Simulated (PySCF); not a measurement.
C₄H₆NO, SMILES O=C1[N]CCC1 (connectivity only; charge and spin as stated), charge -1, multiplicity 1.

The structure is a stationary point at B3LYP-D3(BJ)/def2-SVPD. The spin state was assumed, not searched. The isomer is the one that the SMILES or the coordinates give; other isomers of the formula were not compared. The values are those of a single conformer.

Two levels are set side by side: PBE/def2-SVPD (PySCF) and B3LYP/def2-SVPD (PySCF). Same geometry, gas phase. Differences are taken from unrounded values.

```csv
quantity,B3LYP
orbital gap (eV),4.60
highest occupied level (eV),-0.50
lowest empty level (eV),4.09
mean polarisability (bohr³),70.7
```

Q: What does PBE give, and how far is it from B3LYP? (The exact figures need the calculation; the answer reports its results.)

A: 
```tsv
quantity	PBE	PBE minus B3LYP
orbital gap (eV)	3.29	-1.31
highest occupied level (eV)	0.46	0.96
lowest empty level (eV)	3.75	-0.35
mean polarisability (bohr³)	74.8	4.1
```

Without exact exchange PBE keeps part of each electron's self-repulsion, which lifts occupied levels and narrows the gap. PBE's more diffuse valence density responds more strongly to a field. Differences between two approximate levels are no errors against the true value.

Rough cost on one machine, each run with all the roots and properties that it gave: B3LYP against PBE within a factor of 2.
